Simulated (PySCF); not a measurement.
# Working with the constants of SeCl

PBE0 constants of SeCl, ²Π (doublet), unpaired electrons π ↑ (basis Se cc-pVTZ-PP with ECP10, Cl cc-pV(T+d)Z; scalar-relativistic core potentials; PySCF 2.14; masses 79.9165 and 34.9689 u):

- ωe: 457.6 cm⁻¹
- ωexe: 1.46 cm⁻¹
- Be: 0.15427 cm⁻¹
- αe: 0.000696 cm⁻¹
- De to Se + Cl: 2.85 eV

Task: What force constant and bond length do these constants imply?

Result: Reduced mass μred = 24.325 u; k = 5.8918×10⁻⁷·μred·ωe² (u, cm⁻¹, mdyn/Å) = 3.00 mdyn/Å; Re = √(16.8576/(μred·Be)) (u, cm⁻¹, Å) = 2.119 Å.

Task: Estimate the centrifugal constant D from the Kratzer relation and find the Dunham coefficient a1.

Result: D = 4Be³/ωe² = 7.01e-08 cm⁻¹; a1 = −1 − αeωe/(6Be²) = -3.23.

Spin–orbit coupling is left out. The state is the lowest determinant that a PBE0 search found; another state may lie lower at other levels.
